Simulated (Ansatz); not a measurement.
Input for Ansatz (development build ahead of 0.2.0):

```yaml
crystal:
  periodic: [false, false, false]
  atoms:
    - { symbol: H, position_ang: [0.5867, -0.01928, 0.04037] }
    - { symbol: H, position_ang: [-0.26085, 0.51451, 0.00701] }
    - { symbol: H, position_ang: [-0.27352, -0.56511, 0.03889] }
basis:
  gaussian: { orbitals: def2-SVP }
total_charge: 1
hamiltonian:
  xc: hf
```

The input is written out in the form of the current development build from the run's settings.

Output:

- Converged: yes
- Total energy: -1.27892 hartree
- Spin squared of the determinant: 0.000

Caution: stretched shape with no unrestricted run beside it, a lower state can exist.
